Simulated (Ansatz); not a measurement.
An input meant for the cluster BeBr2 (charge 0, triplet; atoms displaced at random, 0.03 Å in each coordinate).

```yaml
crystal:
  periodic: [false, false, false]
  atoms:
    - {symbol: Be, position_ang: [-0.003834, 0.050445, -0.051402]}
    - {symbol: Br, position_ang: [-3.352711, 1.276595, -2.242115]}
    - {symbol: Br, position_ang: [3.421556, -1.249579, 2.494928]}
basis:
  gaussian: {orbitals: ANO-RCC-VTZP}
magnetization: {spin_polarized: true, initial_magnetization: 2}
hamiltonian: {xc: {name: wB97}}
scf: {omitted_lower_state_checks: [starts]}
```

```sh
$ ansatz run in.yaml --threads 4 --pin off --events-out ev --progress --plain --max-ram 3916MiB
```

It prints (some lines left out):

```
Functional definition: wB97
1054 factors; their error is unknown
263 factors; integrals over basis functions are off by at most 1.7e-4 eV
mean field evaluation 1: about -142246.0283 eV, gradient 1.3e1 eV
mean field evaluation 2: about -142235.7503 eV, gradient 3.4e1 eV
mean field evaluation 4: about -142249.0058 eV, gradient 2.7e0 eV
mean field evaluation 8: about -142249.5242 eV, gradient 1.8e-1 eV
mean field evaluation 16: about -142249.4692 eV, gradient 5.3e-3 eV
mean field evaluation 32: about -142249.4692 eV, gradient 6.5e-5 eV
mean field -142249.46921072 eV, -5227.5715733407 hartree, gradient 2.5e-6 eV, S^2 2.010428; 0 other end points of the search recorded, 0 dependent functions left out
reference -142249.46919650 eV, -5227.5715728182 hartree; 38, 36 occupied and 78, 80 virtual orbitals, 1054 factors
Total energy: -142249.46919650 eV, -5227.5715728182 hartree
Relativity: scalar
Checks for a lower state left out: starts
```

Task: Something in this input is off. What?

Result: The geometry is stretched to more than twice its size. The run converged. The result belongs to that input, not to the species as meant.
